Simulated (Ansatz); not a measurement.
Anthraquinone (C₁₄H₈O₂), relaxed as a singlet with RKS PBE-D4/def2-SVP in Ansatz, starting from the GFN2-xTB geometry. Force threshold 0.03 eV/Å.

Start:

```xyz
24

O    -1.905    0.014    1.912
C    -1.046    0.009    1.050
C    -0.085   -1.107    0.912
C    -0.172   -2.176    1.801
C     0.706   -3.240    1.711
C     1.684   -3.250    0.728
C     1.780   -2.196   -0.161
C     0.903   -1.117   -0.081
C     1.045   -0.010   -1.053
O     1.903   -0.017   -1.915
C     0.085    1.107   -0.914
C     0.170    2.175   -1.803
C    -0.705    3.241   -1.710
C    -1.680    3.253   -0.723
C    -1.778    2.197    0.163
C    -0.902    1.117    0.080
H    -0.943   -2.149    2.557
H     0.628   -4.063    2.406
H     2.370   -4.081    0.656
H     2.533   -2.184   -0.936
H     0.937    2.147   -2.563
H    -0.632    4.062   -2.407
H    -2.364    4.085   -0.648
H    -2.532    2.183    0.936
```

```json
{"step": "1", "energy (eV)": "-18707.6060", "largest force component (eV/Å)": "1.138", "SCF passes": "22"}
{"step": "2", "energy (eV)": "-18707.7801", "largest force component (eV/Å)": "0.217", "SCF passes": "23"}
{"step": "3", "energy (eV)": "-18707.7936", "largest force component (eV/Å)": "0.051", "SCF passes": "23"}
{"step": "4", "energy (eV)": "-18707.7938", "largest force component (eV/Å)": "0.003", "SCF passes": "24"}
```

Force components are those of the run's own axes.

End:

| atom | x (Å) | y (Å) | z (Å) |
| --- | --- | --- | --- |
| O1 | -1.9179 | 0.0183 | 1.9287 |
| C2 | -1.0497 | 0.0100 | 1.0554 |
| C3 | -0.0846 | -1.1237 | 0.9257 |
| C4 | -0.1778 | -2.2008 | 1.8269 |
| C5 | 0.7114 | -3.2772 | 1.7316 |
| C6 | 1.7040 | -3.2870 | 0.7328 |
| C7 | 1.8041 | -2.2203 | -0.1677 |
| C8 | 0.9141 | -1.1336 | -0.0794 |
| C9 | 1.0486 | -0.0108 | -1.0565 |
| O10 | 1.9162 | -0.0196 | -1.9304 |
| C11 | 0.0839 | 1.1233 | -0.9264 |
| C12 | 0.1777 | 2.2007 | -1.8270 |
| C13 | -0.7108 | 3.2777 | -1.7310 |
| C14 | -1.7032 | 3.2876 | -0.7320 |
| C15 | -1.8039 | 2.2205 | 0.1679 |
| C16 | -0.9147 | 1.1332 | 0.0789 |
| H17 | -0.9646 | -2.1613 | 2.5948 |
| H18 | 0.6355 | -4.1178 | 2.4381 |
| H19 | 2.4018 | -4.1352 | 0.6607 |
| H20 | 2.5674 | -2.1961 | -0.9596 |
| H21 | 0.9643 | 2.1610 | -2.5951 |
| H22 | -0.6344 | 4.1186 | -2.4371 |
| H23 | -2.4004 | 4.1363 | -0.6592 |
| H24 | -2.5670 | 2.1963 | 0.9599 |

By distances, no bond broke or formed. The bond that changes most is C5–H18, from 1.08 to 1.10 Å (atoms count from 1).

No frequencies were taken in this run, so the end may be a saddle point.

It took 12 s on 4 threads of Intel Xeon Platinum 8488C on a shared host.
